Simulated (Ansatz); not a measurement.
`F[B](Cl)[GeH3]` + H₂O → `O[B](F)[GeH3]` + HCl at 400 K and 1 bar (formal hydrolysis of a B–Cl bond).

Computed with Ansatz on PBE0-D4/def2-TZVP structures; ΔE is electronic, products minus reactants. CCSD(T)/CBS adds triple-zeta CCSD(T) − MP2 to the extrapolated MP2 energy (def2 sets, frozen cores). This one scheme is used for every species. For Ge outer-core shells are correlated without core-valence functions, which leaves a few kJ/mol of doubt a bond. Scalar relativity is left out up to krypton. One conformer a species, not always the lowest.

```csv
species,CCSD(T)/CBS energy (Eh),H − E (kJ/mol),S (J/(mol·K))
`F[B](Cl)[GeH3]`,-2662.36419,109.6,371.9
H₂O,-76.37941,69.8,198.6
`O[B](F)[GeH3]`,-2278.38102,146.6,358.0
HCl,-460.38127,29.6,195.4
```

H − E and S are ideal-gas, rigid-rotor, harmonic terms from PBE0-D4/def2-TZVP, for one conformer and one mirror image of each species. 1 Eh = 2625.50 kJ/mol, R = 8.31446 J/(mol·K).

Q: By hand: ΔE, ΔH, ΔS and ΔG.

A: ΔE = (-2278.38102) + (-460.38127) − (-2662.36419) − (-76.37941) = -0.01869 Eh = -49.1 kJ/mol. Δ(H − E) = 146.6 + 29.6 − 109.6 − 69.8 = -3.2, so ΔH = -52.3 kJ/mol. ΔS = 358.0 + 195.4 − 371.9 − 198.6 = -17.1 J/(mol·K). ΔG = -52.3 − 400 × (-17.1)/1000 = -45.5 kJ/mol.

Q: By hand: the equilibrium constant, and the temperature at which ΔG would vanish if ΔH and ΔS stayed fixed.

A: log₁₀ K = −ΔG/(RT ln 10) = 5.9. ΔG = 0 at ΔH/ΔS = 3058 K, far beyond where these terms or the molecules hold.

ΔH outweighs TΔS. A doubt of 5 kJ/mol in ΔE shifts log₁₀ K by 0.7 here. Other conformers and mirror images would add mixing entropy, several J/(mol·K) or more a flexible species. Modes under 60 cm⁻¹, often nearly free rotors, make the harmonic entropy too high. These are equilibria of isolated gas molecules and say nothing of rates. Largest T1 diagnostic: 0.013 (customary marks: 0.02 for closed shells, 0.045 for open ones).
